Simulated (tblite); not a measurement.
Start geometry of `C([C@H](C)[SiH2]N[SiH3])(F)F` from a force field or distance geometry (Å):
```
atom  x, y, z in Å
C1    -1.2414    1.1634   -0.6062
C2    -1.2558    0.2493    0.6130
Si3    0.3384   -0.7536    0.4551
N4     1.5176    0.4496   -0.2030
Si5    3.2019   -0.0144    0.0935
C6    -2.4850   -0.6137    0.4979
F7    -2.5165   -1.3845   -0.6434
F8    -2.6981   -1.3646    1.6367
H9    -1.0894    0.4812   -1.4848
H10   -2.1762    1.7554   -0.6777
H11   -0.3326    1.8120   -0.5627
H12   -1.2417    0.8285    1.5621
H13    0.1875   -1.7820   -0.5840
H14    0.7727   -1.3608    1.6896
H15    1.2964    0.7471   -1.1656
H16    3.9904    1.2498    0.0013
H17    3.6302   -0.8502   -1.0616
H18    3.4433   -0.7063    1.3460
H19   -3.3514    0.1030    0.4264
```

Question: What comes out of this run: GFN2-xTB geometry optimisation, gas phase in tblite 0.8.0?

Answer: 
```
atom  x, y, z in Å
C1    -1.4181    1.1481   -0.8902
C2    -1.2188    0.3175    0.3728
Si3    0.3392   -0.7929    0.2875
N4     1.6713    0.3050    0.2397
Si5    3.3439   -0.1056    0.0329
C6    -2.4299   -0.5539    0.5993
F7    -2.4930   -1.5636   -0.3087
F8    -2.3803   -1.1595    1.8147
H9    -1.5766    0.4949   -1.7452
H10   -2.2808    1.8083   -0.7965
H11   -0.5378    1.7553   -1.0832
H12   -1.1644    0.9847    1.2378
H13    0.3299   -1.5534   -0.9602
H14    0.3704   -1.6755    1.4569
H15    1.5037    1.2220    0.6214
H16    4.0209    1.1612   -0.2470
H17    3.4068   -1.0407   -1.0849
H18    3.8945   -0.7282    1.2407
H19   -3.3908   -0.0146    0.5446
```

The energy falls by 0.761 eV over 188 L-BFGS steps, the largest force on an atom goes from 1.59 to 0.009 eV/Å, and the atoms move by 0.561 Å rms after alignment. The bond that changes most is Si3–N4 (SiH2 silicon to nitrogen bridging silicon atoms), which shortens by 0.082 Å. Bonds longer at the end by more than 0.005 Å: 3 of 18; shorter: 13. Among the angles that change most is Si3–N4–Si5, from 112.6° to 126.6°. Among the dihedrals that turn most is H15–N4–Si5–H17, from -43° to -151°. Rotational constants go from 3067, 611.3, 572.1 to 2905, 608.5, 565.6 MHz. The orientation of the end geometry is arbitrary; only internal coordinates are fixed.

Its GFN2-xTB frequencies are all real (lowest 34 cm⁻¹). The numbers are those of one conformer. 3 starts were optimised and ended at 0.00, 0.87 and 2.08 kcal/mol (GFN2-xTB); the lowest of these is shown.

All values are computed, not measured.
